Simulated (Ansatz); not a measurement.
One change: `O[SiH2]C1=NC1` becomes `[SeH]C1=NC1`.

Ansatz, PBE0-D4/def2-TZVP geometries, multiplicity 1. Each molecule was computed in one conformer, which needn't be the lowest.

Scalar relativity is left out up to krypton.

```tsv
property	`O[SiH2]C1=NC1`
HOMO–LUMO gap (ωB97M-V/def2-TZVPP) / eV	11.11
HOMO energy (PBE0/def2-TZVPP) / eV	-7.68
HOMO energy (B3LYP/def2-TZVPP) / eV	-7.45
HOMO energy (PBE/def2-TZVPP) / eV	-6.36
HOMO–LUMO gap (B3LYP/def2-TZVPP) / eV	6.12
LUMO energy (PBE0/def2-TZVPP) / eV	-1.10
```

Task: What does the change do to each property? (Estimate.)

Result: Ansatz gave: 
| property | `[SeH]C1=NC1` | shift |
| --- | --- | --- |
| HOMO–LUMO gap (ωB97M-V/def2-TZVPP) / eV | 10.86 | -0.25 |
| HOMO energy (PBE0/def2-TZVPP) / eV | -7.34 | 0.34 |
| HOMO energy (B3LYP/def2-TZVPP) / eV | -7.12 | 0.33 |
| HOMO energy (PBE/def2-TZVPP) / eV | -6.22 | 0.14 |
| HOMO–LUMO gap (B3LYP/def2-TZVPP) / eV | 6.28 | 0.16 |
| LUMO energy (PBE0/def2-TZVPP) / eV | -0.56 | 0.54 |

With PBE0 the HOMO rises by 0.34 eV and the LUMO rises by 0.54 eV, so the gap widens by about 0.20 eV. PBE moves the HOMO by 0.14 eV and ωB97M-V by 0.50 eV.

B3LYP here is the variant with VWN-RPA as its local correlation; programs differ in this.

Spin–orbit coupling is left out; it splits and shifts lone-pair levels of the heavy atoms by tenths of an eV.
